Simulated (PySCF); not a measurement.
# Antimony: a sound run and one with changed settings

Sound run: Sb [Kr] 4d10 5s2 5p3, Sb⁺ [Kr] 4d10 5s2 5p2. Calculation: PySCF 2.14, in aug-cc-pVDZ-PP with ECP28MDF (5s4p3d, 32 functions); scalar relativity through the core potential. In the sound run the correlated levels freeze 4s2 4p6 4d10 outside the core potential. The sound run starts from symmetry-adapted Hartree-Fock orbitals and uses a fine grid where one is needed.

Changed run: initial guess atom, at most 50 SCF cycles, level shift 0.5 hartree.

```csv
species,method,sound run (hartree),changed run (hartree),converged
Sb,UHF,-239.27321,-239.27321,yes
Sb,B3LYP,-240.28834,-240.28834,yes
Sb,BP86,-240.33001,-240.33001,yes
Sb,MP2,-239.32106,-239.30207,yes
Sb,CCSD(T),-239.33512,-239.33512,yes
Sb⁺,UHF,-238.95724,-238.95724,yes
Sb⁺,B3LYP,-239.95950,-239.95950,yes
Sb⁺,BP86,-239.99643,-239.99643,yes
Sb⁺,MP2,-238.99352,-238.97943,yes
Sb⁺,CCSD(T),-239.00839,-239.00839,yes
```

Ionisation energy of Sb:

| method | sound run (eV) | changed run (eV) |
| --- | --- | --- |
| UHF | 8.598 | 8.598 |
| B3LYP | 8.948 | 8.948 |
| BP86 | 9.077 | 9.077 |
| MP2 | 8.913 | 8.779 |
| SCS-MP2 | 8.804 | 8.715 |
| CCSD | 8.882 | 8.882 |
| CCSD(T) | 8.891 | 8.891 |

A level shift leaves the converged SCF energy unchanged but raises the virtual orbital energies, which shrinks MP2 if it is not removed.

For comparison, NIST gives 8.608 eV between the lowest levels.
